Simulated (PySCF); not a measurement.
A structure optimised at PBE-D3(BJ)/def2-SVP, used in a PySCF frequency run:

```
C
H 1 1.1102
H 1 1.1213 2 106.14
C 1 1.5027 2 112.27 3 -119.48
C 4 1.3447 1 125.42 2 -7.96
H 5 1.1008 4 121.36 1 -178.53
H 5 1.1031 6 117.10 4 179.88
H 4 1.1057 5 118.68 6 -0.40
B 1 1.5724 2 111.41 3 111.32
F 9 1.3353 1 119.94 2 -18.87
H 9 1.2217 10 116.50 1 177.89
```

Task: Write its SMILES and formula.

Result: C=CCBF, C₃H₆BF

Task: What are its rotational constants (standard atomic weights)?

Result: 17.420, 2.1431, 2.1004 GHz
